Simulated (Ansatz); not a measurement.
The cluster Sr₂O₃. Charge 0, multiplicity 3. Geometry PBE0-D4/def2-SVPD, that of the charge -1 doublet; atoms count from 1.

```
atom   x (Å)   y (Å)   z (Å)
 Sr1  -0.356  -0.160  -1.609
 Sr2   0.739   0.596   1.356
  O3  -0.195  -1.346   0.416
  O4  -1.270  -0.323   0.552
  O5   1.082   1.233  -0.714
```

In the def2 sets Sr takes a core potential; there is no spin–orbit coupling. The structure holds 1 bond(s) between oxygen atoms. At PBE0-D4/def2-TZVPD a singlet of charge 0 lies 2.49 eV below the triplet at the same geometry. The structure comes from a short search, and lower isomers may exist.

**Question.** Estimate the Mulliken populations from the PBE0/def2-TZVPD orbitals of Ansatz.

**Answer.** 
```csv
atom,charge (e),spin (α − β)
Sr1,1.34,0.52
Sr2,1.34,0.52
O3,-0.74,0.19
O4,-0.74,0.19
O5,-1.21,0.59
```
Mulliken values depend strongly on the basis. With diffuse functions, as here, like atoms can get unlike values, and bond orders can come out too low or too high.

**Question.** Where does the spin sit?

**Answer.** Summed by element: Sr 1.04, O 0.96, of 2 unpaired in all. Largest on single atoms: O5 0.59, Sr2 0.52, Sr1 0.52.

**Question.** And the Mayer bond orders between heavy atoms (over 0.3)?

**Answer.** Sr1–Sr2 0.65 (3.25 Å); O3–O4 0.49 (1.49 Å).
